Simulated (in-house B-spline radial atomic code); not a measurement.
RPA and G0W0 on PBE0: neutral ytterbium

Configuration [Xe] 4f14 6s2, mean-field start PBE0. Computed with a B-spline radial code for spherical atoms: all electrons, scalar-relativistic (spin-free one-electron X2C), finite nucleus, each spin shell either full or empty, empty states to l = 9 with an (l + 1/2)⁻⁴ tail; G0W0 by contour deformation at full frequency.

Without the two-electron picture change, the correlation of inner shells comes somewhat too large for so heavy an element.

Command:
```bash
python run_gw.py task.json out
```
Settings (radii: box in bohr, nucleus in fm):
```
Z                        70
electrons                70
configuration            [Xe] 4f14 6s2
hamiltonian              x2c
method                   pbe0
lmax                     9
rms_radius               5.3108
spin_polarised           False
box_radius               40
intervals                72
ion_configuration        [Xe] 4f14 6s1
```

Time taken, with all properties: 25 s on 1 thread of Arm Neoverse N1 (shared host).

Energies (hartree):

| term | value |
| --- | --- |
| mean-field total | -14059.55054 |
| Hartree-Fock functional on these orbitals | -14054.62825 |
| direct second order | -7.952 |
| second-order exchange | 1.9219 |
| SOSEX correction | 1.723 |

Problem. What is the RPA correlation energy, and what remains with SOSEX?

Solution. RPA gives -6.4065 hartree (-2.49 eV per electron); RPA + SOSEX gives -4.6834, and the second-order doubles -6.0301 hartree (no singles). SOSEX takes back 27 % of the RPA value.

Quasi-particle levels (eV):

```json
{"level": "6s", "occupied": "yes", "mean field": "-4.432", "Σx - vxc": "-0.80", "Σc": "?", "QP weight": "?", "G0W0": "?"}
{"level": "6p", "occupied": "no", "mean field": "-0.722", "Σx - vxc": "1.66", "Σc": "-0.87", "QP weight": "0.886", "G0W0": "0.070"}
```

G0W0 = mean field + (Σx - vxc) + Σc, with Σc (partial-wave tail included) taken at the quasi-particle energy. Only the outer levels were computed. Levels of low weight are left out. An empty level above zero is unbound and depends on the box.

Problem. Where does G0W0 put 6s?

Solution. At -6.382 eV, with Σc = -1.15 eV and a quasi-particle weight of 0.863. The tabulated removal energy is 6.254 eV (NIST, measured); the calculation leaves out spin-orbit coupling, Breit and QED terms, and what these don't explain is the method's own error.

Problem. What does it cost to remove one electron (to [Xe] 4f14 6s1) by differences of total energies, each species on its own start (correlation terms add to the Hartree-Fock functional)?

Solution. PBE0 6.155 eV, Hartree-Fock functional 5.055 eV, + RPA 6.481 eV, + RPA + SOSEX 6.159 eV, + second order 7.317 eV. Tabulated: 6.254 eV (NIST, measured); the calculation leaves out spin-orbit coupling, Breit and QED terms, and what these don't explain is the method's own error.
